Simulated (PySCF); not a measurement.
# Frontier orbitals and the lowest excitations

Compound: CH₇FGeSi.
Cartesian coordinates in Å at the PBE0-D3(BJ)/def2-SVP level; atoms count from 1:
```xyz
11
CH7FGeSi angstrom
F     -0.0276   -2.0451    0.9009
C      0.0255   -0.9728    0.0105
Si    -1.6388   -0.0579    0.0601
Ge     1.5917    0.1356    0.4875
H      0.1904   -1.3729   -1.0071
H     -1.6177    1.0258   -0.9696
H     -1.8438    0.5429    1.4108
H     -2.7510   -1.0097   -0.2321
H      1.3902    0.7047    1.9012
H      1.7280    1.2890   -0.5236
H      2.8529   -0.7430    0.4567
```

The calculation used TDDFT PBE0/def2-SVPD, vertical, gas phase, core orbitals frozen in the response in PySCF 2.14.0, density-fitted response routines. Relativistic effects, spin–orbit coupling among them, are left out although an element past zinc is present.

Kohn–Sham orbitals with the atoms that hold most of them (Löwdin shares over 4%, at most four atoms; ? is withheld):

```csv
orbital,ε (eV),atoms
HOMO-3,-9.74,"Ge4 26%, H9 21%, Si3 16%, H7 14%"
HOMO-2,-9.66,"Ge4 28%, H10 18%, Si3 16%, H11 14%"
HOMO-1,-9.07,?
HOMO,-8.26,"C2 32%, F1 22%, Ge4 17%, Si3 13%"
LUMO,0.07,?
LUMO+1,0.25,"Ge4 28%, Si3 18%, H11 14%, C2 11%"
LUMO+2,0.50,"Ge4 32%, Si3 16%, H10 14%, C2 8%"
```

(1) Give the leading atoms of the LUMO.

(2) Give the leading atoms of the HOMO-1.

(3) The HOMO–LUMO gap is 8.33 eV. Where does the response calculation put the lowest singlet, and from which orbitals?

## Answers

(1) Ge4 (bonded to C and 3 H) 24%; Si3 (bonded to C and 3 H) 21%; C2 (bonded to F, Ge, Si and H) 11%; H10 (bonded to Ge) 6%.

(2) C2 (bonded to F, Ge, Si and H) 24%; F1 (bonded to C) 19%; Ge4 (bonded to C and 3 H) 13%; Si3 (bonded to C and 3 H) 11%.

(3) S1 is at 7.03 eV (f = 0.055), 1.30 eV below the gap, made of HOMO→LUMO (62%), HOMO→LUMO+1 (26%). Without the coupling terms of the response equations the lowest excitation would equal the gap.

Next come S2 at 7.25 eV (f 0.0002), HOMO→LUMO+1 (46%), HOMO→LUMO (37%), HOMO→LUMO+2 (14%); S3 at 7.65 eV (f 0.269), HOMO→LUMO+2 (66%), HOMO→LUMO+1 (23%); S4 at 7.82 eV (f 0.0049), HOMO-1→LUMO (60%), HOMO-1→LUMO+1 (32%); S5 at 7.86 eV (f 0.0075), HOMO→LUMO+4 (64%), HOMO→LUMO+3 (24%), HOMO→LUMO+2 (9%).

Löwdin shares depend on the basis, the more so with diffuse functions.
